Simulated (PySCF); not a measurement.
Molecule: 3-methyl-2,5-dihydro-1H-silole, C5H10Si (charge 0, singlet). 
Structure (B3LYP-D3(BJ)/def2-TZVP (Ansatz) minimum search):
```xyz
16

C      2.5183    -0.3663     0.0372
C      1.0263    -0.2365     0.0530
C      0.2006    -1.1896     0.4960
C     -1.2946    -0.9763     0.4773
Si    -1.4446     0.7638    -0.2592
C      0.4155     1.0531    -0.4639
H      2.9068    -0.2576    -0.9801
H      2.9833     0.4242     0.6342
H      2.8453    -1.3300     0.4288
H      0.5972    -2.1273     0.8745
H     -1.8008    -1.7363    -0.1251
H     -1.7226    -1.0492     1.4814
H     -2.0889     1.7362     0.6580
H     -2.1837     0.7939    -1.5456
H      0.7808     1.9124     0.1071
H      0.7098     1.2340    -1.5023
```

Dispersion corrections to the total energy (kcal/mol) from the dftd3 and dftd4 libraries through PySCF: D3(BJ) without and D4 with the three-body term, each with the damping fitted for the functional named.

```csv
functional,D3(BJ),D4
B2GP-PLYP,___,-3.84
PBE,-9.23,-9.05
BLYP,-19.55,-19.94
CAM-B3LYP,-7.35,___
revPBE,-22.99,-28.59
PBE0,-8.06,-7.65
PW6B95,-4.76,___
```

Q: Fill in the missing entries.

A: 
- B2GP-PLYP, D3(BJ): -6.03
- CAM-B3LYP, D4: -7.72
- PW6B95, D4: -7.77
